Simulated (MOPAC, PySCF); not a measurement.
The group X on BH2-X is varied. Gas-phase values, no solvent. One relaxed conformer stands for each flexible species; it need not be the lowest. Strings in code marks are SMILES.

Quantity: vertical ionisation energy (energy after one electron is removed minus that of the parent at the parent's geometry), in eV.

Level 1: B3LYP-D3(BJ)/def2-TZVP // M06-2X/def2-TZVP (PySCF)
Level 2: PBE-D3(BJ)/def2-TZVP // M06-2X/def2-TZVP (PySCF)
Level 3: minus the HOMO energy of PBE-D3(BJ)/def2-TZVP // M06-2X/def2-TZVP (PySCF)
Level 4: minus the HOMO energy of PM7 // M06-2X/def2-TZVP (MOPAC)

```
species           level 1     level 2     level 3     level 4
-------------  ----------  ----------  ----------  ----------
`BBr`          (withheld)  (withheld)        6.95       10.11
`BC#CC`              9.69  (withheld)        6.29       10.11
`BS(C)=O`            8.94        8.91        5.65        8.57
`BC(C)C`            10.55       10.21        7.03       10.55
`B`                 13.18  (withheld)  (withheld)  (withheld)
`BC`                11.74       11.36        7.60       11.19
`BC=O`              10.01        9.85        5.96  (withheld)
`BO`                11.81       11.45        7.36       11.07
`[BH2][GeH3]`       10.62  (withheld)        7.14       10.32
`[BH2][AlH2]`        9.81        9.61        6.34  (withheld)
`BF`                12.49       12.09        7.75  (withheld)
`BCF`          (withheld)  (withheld)        7.37       11.73
```

Task: Fill in the missing entries.

Result: 
- `BBr`, level 1: 10.79
- `BBr`, level 2: 10.57
- `BC#CC`, level 2: 9.51
- `B`, level 2: 12.91
- `B`, level 3: 8.49
- `B`, level 4: 12.02
- `BC=O`, level 4: 9.76
- `[BH2][GeH3]`, level 2: 10.44
- `[BH2][AlH2]`, level 4: 10.34
- `BF`, level 4: 11.59
- `BCF`, level 1: 11.71
- `BCF`, level 2: 11.29
